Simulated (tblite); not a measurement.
Run record: tight-binding relaxation, `C=CCP1C[C@@H]1[SiH3]`.

Computed with GFN2-xTB geometry optimisation, gas phase (tblite 0.8.0). Start geometry: from a force field or distance geometry. A driver script takes a list of jobs; this job's settings line and coordinates (Å) are shown.

Command:
```bash
OMP_NUM_THREADS=1 python probes_run.py task.json out
```

Input:
```
{"job": {"kind": "relax", "xc": "GFN2-xTB", "basis": "xTB"}, "charge": 0, "multiplicity": 1}
C      3.364600    -0.087300    -0.630300
C      2.408700    -0.773300     0.016500
C      1.267500    -0.159200     0.751100
P     -0.157100    -0.777000    -0.247200
C     -1.505600    -0.658400     1.015600
C     -1.406300     0.523900     0.097900
Si    -2.721900     0.792400    -1.211000
H      4.187300    -0.590400    -1.112300
H      3.327200     0.994800    -0.702300
H      2.511600    -1.862800     0.084100
H      1.313800     0.935400     0.741600
H      1.233700    -0.505900     1.786600
H     -2.313000    -1.373400     0.888500
H     -1.199300    -0.544500     2.041500
H     -1.030000     1.462800     0.510900
H     -2.177900     1.568300    -2.334800
H     -3.842000     1.567500    -0.613900
H     -3.270100    -0.506600    -1.700800
```

Output:
```
step      E/eV     max force
  0    -557.37665    1.854
  1    -557.43004    1.300
  2    -557.46894    0.575
  3    -557.48493    0.279
  4    -557.49197    0.203
  5    -557.49951    0.171
  6    -557.50285    0.181
  7    -557.50669    0.165
  8    -557.50996    0.142
  9    -557.51276    0.114
... (212 lines left out)
222    -557.61139    0.033
223    -557.61159    0.028
224    -557.61182    0.042
225    -557.61199    0.036
226    -557.61210    0.020
227    -557.61214    0.019
228    -557.61218    0.021
229    -557.61221    0.014
230    -557.61224    0.012
231    -557.61227    0.008
```

«max force» is the largest atomic force in eV/Å.

Task: From which step on does the largest force stay under 0.1 eV/Å, and how much energy is left to gain from there?

Result: From step 186 (0.057 eV/Å), 11.8 meV above the end.

Main results: energy lowered by 5.4 kcal/mol over 231 steps; largest atomic force 0.008 eV/Å at the end.

Task: Give the final coordinates.

Result: 1.060 Å rms from the input after alignment:
```
atom  x, y, z in Å
C1     2.6295    0.5447   -0.4850
C2     2.1127   -0.6519   -0.2668
C3     1.2714   -0.9984    0.9097
P4    -0.4969   -1.3688    0.3500
C5    -1.4085   -0.0741    1.2861
C6    -1.0217    0.3530   -0.1034
Si7   -2.3546    0.5726   -1.4183
H8     3.2143    0.7614   -1.3627
H9     2.5025    1.3566    0.2139
H10    2.2585   -1.4482   -0.9857
H11    1.2703   -0.1921    1.6464
H12    1.6401   -1.9142    1.3823
H13   -2.4566   -0.2794    1.4657
H14   -0.9155    0.3904    2.1311
H15   -0.1879    1.0472   -0.1586
H16   -1.7182    0.5854   -2.7352
H17   -3.0338    1.8496   -1.1728
H18   -3.3144   -0.5272   -1.3149
```

Task: How long does this job take on Arm Neoverse N1, one thread, no GPU, shared host with 64 logical CPUs at a one-minute load of 58?

Result: About 2.9 s.
Labels such as C1 count atoms from 1, the log's own numbers from 0.
